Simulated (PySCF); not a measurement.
Gas-phase reaction: 2 SnCl₃ + CCl₃ → 2 SnCl₄ + CCl

Computed with PySCF (xtb for GFN2) and rigid-rotor harmonic-oscillator thermochemistry at 1 bar. † marks an energy on the PBE0/def2-TZVP geometry and frequencies; other levels use their own. MP2 and CCSD(T) freeze the core. Open shells (unrestricted): SnCl₃ (multiplicity 2), CCl₃ (multiplicity 2), CCl (multiplicity 2, electronic degeneracy 4); the rest are closed-shell singlets. GFN2 has no spin-polarisation term. Spin-orbit splitting is ignored; it lowers the true energy and changes the entropy of CCl. Sn: scalar-relativistic def2 core potential, no spin-orbit coupling. SnCl₃: computed as isolated molecules; such fragments, hydroxides, amides, oligomers or adducts are transient or little studied in the gas. MP2 isn't extrapolated to the basis-set limit; its ΔH°(298 K) is -95.2 kJ in def2-SVP and -100.8 kJ in def2-TZVPP. CCSD(T) isn't extrapolated to the basis-set limit. The harmonic model lacks anharmonicity and excited electronic states, which grow with temperature; levels with a mode under 35 cm⁻¹ are left out. Soft modes under 120 cm⁻¹ make the harmonic entropy rough for SnCl₃, SnCl₄.

| level | ΔE electronic, kJ | ΔH°(298 K), kJ | ΔS°(298 K), J/K | ΔG°(1200 K), kJ |
|---|---|---|---|---|
| BLYP/def2-TZVP† | -19 | -21 | -44 | 26 |
| CCSD(T)/def2-SVP† | -104 | -106 | -44 | -60 |
| GFN2-xTB | 225 | 225 | -42 | 269 |
| MP2/def2-TZVPP† | -99 | -101 | -44 | -55 |
| PBE/def2-SVP | 6 | 4 | -45 | 52 |
| PBE0/def2-QZVP† | -38 | -40 | -44 | 6 |
| PBE0/def2-TZVP | -38 | -40 | -44 | 6 |
| r2SCAN/def2-TZVP† | -38 | -40 | -44 | 6 |
| LDA/def2-TZVP† | 20 | 18 | -44 | 64 |
| ωB97X-V/def2-TZVP† | -91 | -93 | -44 | -47 |
ΔH° is lowest at CCSD(T)/def2-SVP† and highest at GFN2-xTB. No reference value is set beside these.
